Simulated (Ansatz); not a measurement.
Relaxation of Cl₃H₅N₂Zr (11 atoms, charge 0, multiplicity 1), to a largest force component of 0.03 eV/Å in at most 50 steps.

Level of theory: Ansatz, RKS PBE-D4/def2-SVP.

```xyz
11
Properties=species:S:1:pos:R:3
Zr 0.028 0.714 -0.483
N 0.418 -0.064 2.796
H -0.376 -0.477 3.300
H 1.271 -0.362 3.286
N 1.890 0.032 -0.756
H 2.199 -0.936 -0.610
H 2.675 0.598 -1.102
Cl -0.522 1.688 -2.553
Cl -1.452 -1.099 -0.221
Cl 0.015 2.690 1.029
H 0.345 0.970 2.914
```

Q: Where does it end, and by what steps?

A: The forces met the threshold. The force dipped under the threshold on the way, but the program's further checks kept it going. After 33 steps the energy has fallen by 0.683 eV; H4 moved furthest, 1.14 Å. Joined: Zr1–N2 (3.39 → 2.43 Å).

```tsv
step	energy less start (eV)	largest force component (eV/Å)	accepted
0	0.0000	1.062	yes
2	-0.4661	0.451	yes
4	-0.6256	0.677	yes
6	-0.6577	0.275	yes
8	-0.6673	0.070	yes
10	-0.6719	0.138	yes
12	-0.6728	0.062	yes
14	-0.6730	0.108	no
16	-0.6723	0.228	no
18	-0.6741	0.106	yes
20	-0.6756	0.103	yes
22	-0.6773	0.192	yes
24	-0.6786	0.104	no
26	-0.6804	0.049	yes
28	-0.6794	0.072	no
30	-0.6818	0.065	yes
32	-0.6827	0.041	yes
33	-0.6829	0.030	yes
```

```xyz
11
Properties=species:S:1:pos:R:3
Zr 0.081 0.636 -0.039
N 0.310 0.123 2.328
H -0.580 0.218 2.839
H 0.627 -0.846 2.481
N 1.987 0.113 -0.421
H 2.276 -0.793 -0.811
H 2.763 0.778 -0.522
Cl -0.801 1.307 -2.153
Cl -1.232 -1.368 0.163
Cl 0.078 2.832 0.945
H 0.983 0.752 2.790
```

Whether the end is a true minimum wasn't checked by a vibrational analysis.

Run time: 82 s on 4 threads of Arm Neoverse V2, on a shared host, peak memory 0.22 GiB.
